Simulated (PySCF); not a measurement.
## Excitation energies in several basis sets

Species: CSe (singlet state).
InChI=1S/CSe/c1-2

TDDFT with PBE0 (PySCF), vertical singlets, core orbitals frozen in the response, spherical d and f functions. Isolated species at its PBE0-D3(BJ)/def2-SVP geometry, gas phase. The PBE0/6-31G* calculation is non-relativistic and has no spin–orbit coupling, an omission that weighs most on selenium.

| basis | functions | diffuse | S1 (eV) | S2 (eV) | S3 (eV) | S4 (eV) | S5 (eV) | LUMO (eV) | α (au) |
| --- | --- | --- | --- | --- | --- | --- | --- | --- | --- |
| 6-31G* | 46 | no | 4.36 | 4.36 | 4.70 | 5.11 | 5.11 | -2.25 | 25.3 |
| def2-SVP | 46 | no | 4.30 | 4.30 | 4.64 | 5.04 | 5.04 | -2.43 | 25.9 |
| aug-cc-pVDZ | 59 | yes | 4.30 | 4.30 | 4.60 | 4.98 | 4.98 | -2.55 | 34.4 |
| def2-SVPD | 61 | yes | 4.26 | 4.26 | 4.59 | 4.97 | 4.97 | -2.61 | 34.5 |
| def2-TZVP | 79 | no | 4.24 | 4.24 | 4.58 | 4.95 | 4.95 | -2.52 | 31.7 |
| def2-TZVPD | 94 | yes | 4.24 | 4.24 | 4.57 | 4.94 | 4.94 | -2.56 | 35.1 |
| aug-cc-pVTZ | 105 | yes | 4.24 | 4.24 | 4.57 | 4.93 | 4.93 | -2.56 | 35.1 |

Compare the sets with the largest diffuse one.

States are compared by their number. Against the largest diffuse basis here (aug-cc-pVTZ, itself not a converged limit), sets without diffuse functions differ by up to 0.13 eV in S1 and 0.17 eV in S5; the smaller diffuse sets differ by up to 0.06 and 0.05 eV. State by state, the largest deviation of a set without diffuse functions is S1 0.13, S2 0.13, S3 0.13, S4 0.17, S5 0.17 eV. The same number needn't mean the same state in each row. Against aug-cc-pVTZ the polarisability deviates by -28% in 6-31G*, -26% in def2-SVP, -2% in aug-cc-pVDZ, -2% in def2-SVPD, -10% in def2-TZVP, 0% in def2-TZVPD.
